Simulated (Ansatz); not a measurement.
Geometry optimisation, RKS PBE0-D4/def2-mTZVP (Ansatz).

Input:

```yaml
crystal:
  periodic: [false, false, false]
  atoms:
    - { symbol: Si, position_ang: [-0.889557, 1.330212, -0.807002] }
    - { symbol: Si, position_ang: [0.742555, -1.315129, 0.890717] }
    - { symbol: H, position_ang: [-1.980638, 1.044569, -1.766788] }
    - { symbol: H, position_ang: [-0.902885, 0.348499, 0.289528] }
    - { symbol: H, position_ang: [-1.019126, 2.700068, -0.250147] }
    - { symbol: H, position_ang: [1.431974, -0.116253, 0.467154] }
    - { symbol: Br, position_ang: [1.078324, 1.257633, -1.965364] }
    - { symbol: H, position_ang: [-0.136704, -1.034318, 2.055437] }
    - { symbol: H, position_ang: [-0.084806, -1.880093, -0.213448] }
    - { symbol: H, position_ang: [1.760763, -2.335289, 1.299913] }
basis:
  gaussian: { orbitals: def2-mTZVP }
hamiltonian:
  xc: pbe0
  dispersion: d4
relax:
  f_tol: 0.03
  max_steps: 50
```

Run as:

```bash
$ ansatz run input.yaml --threads 2 --pin off --max-ram 3072MiB --backend cpu --events-out ev --progress --plain --runs-dir out
```

Q: Where does it end, and by what steps?

A: It converged. The force dipped under the threshold on the way, but the program's further checks kept it going. After 11 steps the energy has fallen by 0.227 eV; H6 moved furthest, 0.67 Å.

```json
{"step": "0", "energy less start (eV)": "0.0000", "largest force component (eV/Å)": "1.069", "accepted": "yes"}
{"step": "1", "energy less start (eV)": "-0.1779", "largest force component (eV/Å)": "0.237", "accepted": "yes"}
{"step": "2", "energy less start (eV)": "-0.2027", "largest force component (eV/Å)": "0.129", "accepted": "yes"}
{"step": "3", "energy less start (eV)": "-0.2224", "largest force component (eV/Å)": "0.101", "accepted": "yes"}
{"step": "4", "energy less start (eV)": "-0.2244", "largest force component (eV/Å)": "0.093", "accepted": "yes"}
{"step": "5", "energy less start (eV)": "-0.2254", "largest force component (eV/Å)": "0.008", "accepted": "yes"}
{"step": "6", "energy less start (eV)": "-0.2257", "largest force component (eV/Å)": "0.029", "accepted": "yes"}
{"step": "7", "energy less start (eV)": "-0.2260", "largest force component (eV/Å)": "0.038", "accepted": "yes"}
{"step": "8", "energy less start (eV)": "-0.2262", "largest force component (eV/Å)": "0.034", "accepted": "yes"}
{"step": "9", "energy less start (eV)": "-0.2266", "largest force component (eV/Å)": "0.056", "accepted": "yes"}
{"step": "10", "energy less start (eV)": "-0.2268", "largest force component (eV/Å)": "0.046", "accepted": "yes"}
{"step": "11", "energy less start (eV)": "-0.2270", "largest force component (eV/Å)": "0.018", "accepted": "yes"}
```

```xyz
10
Properties=species:S:1:pos:R:3
Si -1.098 1.636 -1.002
Si 0.962 -1.613 1.087
H -2.253 1.299 -1.865
H -1.060 0.744 0.180
H -1.162 3.053 -0.575
H 1.816 -0.407 0.928
Br 0.772 1.335 -2.177
H -0.087 -1.346 2.107
H 0.314 -1.939 -0.211
H 1.796 -2.762 1.529
```

Whether the end is a true minimum wasn't checked by a vibrational analysis.

Time of the run: 25 s on 2 threads of Intel(R) Xeon(R) Platinum 8488C (Sapphire Rapids) (shared host), peak memory 0.25 GiB.
